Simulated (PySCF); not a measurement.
A calculated (r2SCAN, PySCF 2.14, x2c-TZVPPall, the spin-free X2C one-electron Hamiltonian (Gaussian nucleus)) atom or ion has these occupied shells.

| shell | electrons | orbital energy (eV) | rms radius, mean of both spins (bohr) |
| --- | --- | --- | --- |
| 1s α | 1 | -13364.4 | 0.0492 |
| 1s β | 1 | -13364.3 | 0.0492 |
| 2s β | 1 | -1772.2 | 0.205 |
| 2s α | 1 | -1772.2 | 0.205 |
| 2p α | 3 | -1564.4 | 0.183 |
| 2p β | 3 | -1564.3 | 0.183 |
| 3s α | 1 | -270.00 | 0.589 |
| 3s β | 1 | -269.96 | 0.589 |
| 3p α | 3 | -203.52 | 0.609 |
| 3p β | 3 | -203.46 | 0.609 |
| 3d α | 5 | -93.898 | 0.653 |
| 3d β | 5 | -93.817 | 0.653 |
| 4s β | 1 | -42.365 | 1.69 |
| 4p α | 3 | -29.781 | 1.97 |
| 4p β | 1 | -28.819 | 1.97 |

Question: Name the element and its charge.

Answer: Br(2+) (bromine, charge +2), in [Ar] 3d10 4s1 4p4, 4s spin antiparallel (an excited configuration).
